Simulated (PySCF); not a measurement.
**Bond length, frequency and bond energy of SrC⁻ by level of theory**

State: ⁴Σ⁻ (quartet), unpaired electrons σ ↑, π ↑↑. Set-up: basis Sr def2-SVPD with ECP28, C def2-SVPD; scalar-relativistic core potentials; PySCF 2.14. De refers to Sr + C⁻ in their high-spin ground configurations, without counterpoise correction. The functionals are run spin-unrestricted. A positive dipole points towards C; it is taken about the centre of mass and depends on that origin.

```csv
Level,Re (Å),ωe (cm⁻¹),De (eV),μ (D)
ROHF,2.630,347,n/a,0.60
ROHF-MP2,2.567,367,n/a,n/a
ROHF-SCS-MP2,2.574,364,n/a,n/a
ROHF-CCSD,2.570,367,n/a,n/a
ROHF-CCSD(T),2.568,367,n/a,n/a
PBE,2.543,352,n/a,-0.70
r²SCAN,2.550,361,n/a,-0.03
B3LYP,2.568,347,n/a,-0.82
PBE0,2.550,357,n/a,-0.13
M06,2.546,362,n/a,-1.23
BHandHLYP,2.574,352,n/a,-0.42
ωB97X,2.578,354,n/a,-0.41
```

The bond length runs from 2.543 Å (PBE) to 2.630 Å (ROHF).

Correlated steps freeze 1 core orbital. Spin–orbit coupling is left out. The highest Kohn–Sham level is positive in this anion. Much of that is self-interaction error, but it also means that the finite basis helps to hold the extra electron. The state was picked by a PBE0 search and need not be the measured ground state.
